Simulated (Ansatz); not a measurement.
Species: sum formula SiN₃H₅Cl, charge 0, multiplicity 2. It need not be the lowest isomer of its formula. 
Structure (B3LYP-D3(BJ)/def2-TZVP (Ansatz, a program for electronic structure) minimum search):
SMILES: [NH][Si](N)(N)Cl
```xyz
10

Si    -0.0870     0.2299    -0.2798
Cl     0.5025    -1.0837     1.2286
N      1.0870    -0.0587    -1.5364
N     -0.0612     1.7619     0.4522
N     -1.6425     0.0106    -0.9263
H      0.9969    -0.9662    -1.9991
H     -0.2603     2.5866    -0.0922
H      0.5801     1.9529     1.2046
H     -1.8701    -0.7408    -1.5559
H     -2.4539     0.3753    -0.4531
```
Charge 0, spin multiplicity 2.

Dipole moments at this geometry, in debye (magnitudes).

| level | program | dipole (D) |
|---|---|---|
| BLYP/def2-TZVPD | Ansatz | ? |
| r2SCAN/def2-TZVPD | Ansatz | 2.30 |
| B3LYP/def2-TZVPD | Ansatz | 2.27 |
| BHLYP/def2-TZVPD | Ansatz | 2.26 |
| CCSD(T)/aug-cc-pV(D+d)Z | Ansatz | ? |

Problem. Some entries are withheld; supply them.

Solution. 
- BLYP/def2-TZVPD, dipole (D): 2.32
- CCSD(T)/aug-cc-pV(D+d)Z, dipole (D): 2.24
